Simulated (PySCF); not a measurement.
## Nuclear quadrupole coupling in `C[Si@@H]1NC[SiH2]N1`

Species: C₂H₁₀N₂Si₂.
Cartesian coordinates in Å at the GFN2-xTB level; atoms count from 1:
```xyz
16
C2H10N2Si2 angstrom
C      2.417    0.314   -0.589
Si     0.812    0.472    0.398
N      0.097   -1.059    0.675
C     -1.349   -1.158    0.641
Si    -1.993    0.267   -0.451
N     -0.518    1.147   -0.499
H      2.797    1.294   -0.857
H      2.284   -0.255   -1.503
H      3.180   -0.178    0.004
H      1.033    1.318    1.591
H      0.537   -1.750    1.261
H     -1.772   -1.092    1.651
H     -1.631   -2.139    0.248
H     -2.413   -0.181   -1.783
H     -3.069    1.008    0.218
H     -0.420    2.001   -1.016
```

Field gradients from the PBE0/pcSseg-1 density (PySCF, non-relativistic), principal values in atomic units, ordered |Vxx| ≤ |Vyy| ≤ |Vzz|:

```json
{"atom": "N3", "Vxx": "0.3023", "Vyy": "0.7896", "Vzz": "-1.0919"}
{"atom": "N6", "Vxx": "0.2343", "Vyy": "0.5461", "Vzz": "-0.7804"}
```

Question: Find the asymmetry η = (Vxx − Vyy)/Vzz and the couplings χ = eQV/h (234.96 MHz × Q in barn × V in au), with Q(14N) = 0.02044 b.

Answer: 
```json
{"atom": "N3", "environment": "silicon-bound nitrogen", "nucleus": "14N", "η": "0.45", "χzz (MHz)": "-5.24", "χxx (MHz)": "1.45", "χyy (MHz)": "3.79"}
{"atom": "N6", "environment": "nitrogen bridging silicon atoms", "nucleus": "14N", "η": "0.40", "χzz (MHz)": "-3.748", "χxx (MHz)": "1.125", "χyy (MHz)": "2.623"}
```

The tensor is traceless: Vxx + Vyy + Vzz = 0.

Question: What is Vzz at N3 in SI units (1 au = 9.71736 × 10²¹ V/m²)?

Answer: -1.0919 au = -10.611 × 10²¹ V/m².

Question: What couplings would deuterons (Q(2H) = 0.00286 b) have in place of the hydrogens, at this geometry?

Answer: 
```tsv
atom	bonded to	bond length (Å)	Vzz (au)	η	χzz (kHz)
H7	C1	1.084	0.3295	0.01	221
H8	C1	1.085	0.3282	0.03	221
H9	C1	1.084	0.3300	0.01	222
H10	Si2	1.479	0.1498	0.01	101
H11	N3	1.008	0.4274	0.18	287
H12	C4	1.097	0.2974	0.06	200
H13	C4	1.094	0.3050	0.06	205
H14	Si5	1.467	0.1582	0.02	106
H15	Si5	1.468	0.1576	0.02	106
H16	N6	1.003	0.4501	0.14	302
```

Isolated species at its GFN2-xTB geometry (one conformer only). GFN2-xTB bond lengths can be off by several hundredths of an ångström, more for odd bonds, and the gradients follow them. The small basis limits the accuracy of the gradients.
